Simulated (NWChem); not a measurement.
BSiH₄OF; SMILES B([SiH3])(F)O

```xyz
8

B     -0.0326    -0.5585     0.0022
F      1.1029    -1.2679    -0.0034
O     -1.2034    -1.2206     0.0020
H     -1.0854    -2.1808    -0.0034
Si     0.0296     1.4735     0.0018
H     -1.3380     2.0632     0.1184
H      0.6557     1.9648    -1.2666
H      0.8667     1.9664     1.1405
```
Atoms are numbered in this order, from 1.

Level: PBE0/def2-SVP (NWChem), optimised geometry, unscaled harmonic frequencies. 

```tsv
frequency (cm⁻¹)	IR intensity (km/mol)
47	0.1
197	0.1
343	0.7
367	22.3
574	42.5
593	37.6
614	129.5
674	48.5
883	188.8
934	32.5
938	41.1
998	73.1
1274	183.3
1421	264.9
2221	59.2
2224	87.8
2241	92.2
3842	75.4
```

- zero-point energy = 29.1 kcal/mol
- thermal correction to the enthalpy at 298.15 K (with zero-point energy) = 33.3 kcal/mol
- heat capacity Cv = 19.0 cal/(mol K)
- entropy at 298.15 K and 1 atm (symmetry number 1) = 76.2 cal/(mol K)
- dipole moment = 1.62 D

Rigid rotor and harmonic oscillator; modes under 100 cm⁻¹ make the entropy uncertain.
